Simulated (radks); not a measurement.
The platinum anion Pt2-, [Hg], held by a Watson sphere: a shell of charge +2 at radius R that stands for the Madelung well of a crystal (potential energy -2/R inside, -2/r outside, in hartree with lengths in bohr). Method: scalar-relativistic Kohn-Sham, PBE, spin-polarised, spherical densities, finite nucleus; Fermi nuclear charge, rms radius of each element as measured or else 0.836 A^(1/3) + 0.57 fm; computed with a radial shooting solver on a logarithmic mesh with Libxc functionals. Response by self-consistent Sternheimer equations with the Hartree and adiabatic LDA kernel, the relativistic mass of each level held fixed and spin-orbit coupling left out. The sphere does not respond.

R (bohr)  e(5p) (eV)  e(6s) (eV)  e(5d) (eV)  <r> 5d (bohr)  sum of <r^2> (bohr^2)  X-ray form factor at sin(theta)/lambda = 0.1 1/angstrom  alpha (bohr^3)
2.89         -54.634      -6.793      -5.677          1.821                  80.90                                                   75.004           55.23
3.08         -54.337      -6.527      -5.307          1.838                  82.74                                                   74.937           60.47
3.42         -53.846      -6.027      -4.701          1.862                  85.97                                                   74.828           71.25
5.61         -51.565      -3.380      -2.105          1.952                  106.0                                                   74.416           205.7
6.18         -51.188      -2.924      -1.702          1.969                  111.6                                                   74.365           275.9
6.3          -51.118      -2.839      -1.628          1.973                  112.9                                                   74.356           294.3
6.39         -51.068      -2.777      -1.574          1.976                  113.8                                                   74.349           309.0
